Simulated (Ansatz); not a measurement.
Wavefunction ladder for C2H8Al2Cl2 (`[CH3][Al@H-]1[Cl+][Al@@H-]([CH3])[Cl+]1`)

```xyz
14

C     1.360   -0.702    2.002
Al   -0.087    0.572    1.790
Cl   -1.804   -0.443    0.630
Al   -1.192    0.755   -1.244
C    -0.268   -0.431   -2.468
Cl    0.376    1.925   -0.020
H     1.609   -1.194    1.058
H     2.266   -0.211    2.370
H     1.095   -1.480    2.724
H    -0.742    1.479    2.900
H    -2.369    1.750   -1.572
H     0.509   -1.012   -1.963
H    -0.963   -1.139   -2.931
H     0.210    0.131   -3.276
```

Total charge 0; spin multiplicity 1. The structure was optimised at the PBE0-D4/def2-TZVP level. Frozen core, restricted reference, Ansatz 0.2.0. CBS rows extrapolate triple and quadruple zeta; past MP2 they add the triple-zeta difference.

```csv
basis,HF (Eh),MP2 corr.,CCSD corr.,(T),CCSD(T) total
def2-SVP,-1482.91990,?,-0.77533,-0.01858,?
def2-TZVPP,?,-0.91354,-0.99133,-0.03910,?
def2-QZVPP,?,-0.98863,–,–,–
CBS(def2),-1483.53789,-1.04426,?,as TZ,?
```

Problem. Fill in the withheld values. (Best estimate.)

Solution. Ansatz gave: def2-SVP MP2 corr.: -0.69872; def2-SVP CCSD(T) total: -1483.71381; def2-TZVPP HF (Eh): -1483.48810; def2-TZVPP CCSD(T) total: -1484.51853; def2-QZVPP HF (Eh): -1483.53186; CBS(def2) CCSD corr.: -1.12206; CBS(def2) CCSD(T) total: -1484.69905.
